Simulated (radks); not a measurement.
All-electron atom: the lithium ion Li2+ in 1s1.

Calculated with a radial shooting solver on a logarithmic mesh with Libxc functionals: scalar-relativistic Kohn-Sham, BLYP, spin-unpolarised, spherical densities, finite nucleus; Fermi nuclear charge, rms radius 2.444 fm; without spin polarisation the odd electron is poorly described.

Energy parts (eV):
part                    energy
total                 -118.499
kinetic                118.092
electron-nucleus      -240.472
Hartree                 24.868
exchange-correlation   -20.988

Orbitals (lengths in bohr, moments of r in powers of bohr):
orbital  occ.  eigenvalue (eV)   <r^4>     <r>
1s          1         -99.2920  0.3307  0.5151

The highest occupied level is 1s at -99.292 eV. For comparison, the ionisation energy in NIST's Atomic Spectra Database is 122.45 eV (theoretical). In exact Kohn-Sham theory the highest level is minus the ionisation energy, but local and semilocal functionals leave it too shallow, through self-interaction and a potential that decays too fast; potentials with the right tail come closer.
